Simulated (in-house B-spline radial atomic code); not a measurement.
**RPA correlation on r2SCAN: Cr**

Configuration [Ar] 3d5 4s1, highest spin, mean-field start r2SCAN. Computed with an all-electron radial atomic-structure program (B-spline basis): all electrons, scalar-relativistic (spin-free one-electron X2C), finite nucleus, each spin shell either full or empty, empty states to l = 9 with an (l + 1/2)⁻⁴ tail; G0W0 by contour deformation at full frequency.

RPA overbinds a lone outer s electron by self-correlation, and G0W0 tends to as well.

The highest G0W0 level has too low a weight to be given.

Command:
```bash
python run_gw.py task.json out
```
Settings (radii: box in bohr, nucleus in fm):
```
Z                        24
electrons                24
configuration            [Ar] 3d5 4s1
hamiltonian              x2c
method                   r2scan
lmax                     9
rms_radius               3.6452
spin_polarised           True
box_radius               40
intervals                73
ion_configuration        [Ar] 3d5
```

Cost of the run: 7.9 s on 1 thread of Arm Neoverse N1, on a shared host.

Energies (hartree):

```csv
term,value
mean-field total,-1050.78470
Hartree-Fock functional on these orbitals,-1049.65418
direct second order,-1.9529
second-order exchange,0.66532
SOSEX correction,0.57568
```

Question: What is the RPA correlation energy, and what remains with SOSEX?

Answer: RPA gives -1.5999 hartree (-1.81 eV per electron); RPA + SOSEX gives -1.0243, and the second-order doubles -1.2875 hartree (no singles). RPA lacks exchange-type terms and so overcorrelates at short range.

Question: What does it cost to remove one electron (to [Ar] 3d5) by differences of total energies, each species on its own start (correlation terms add to the Hartree-Fock functional)?

Answer: r2SCAN 7.352 eV, Hartree-Fock functional 5.777 eV, + RPA 7.365 eV, + RPA + SOSEX 6.477 eV, + second order 7.546 eV. Tabulated: 6.767 eV (NIST, measured); the calculation leaves out spin-orbit coupling, Breit and QED terms, and what these don't explain is the method's own error.
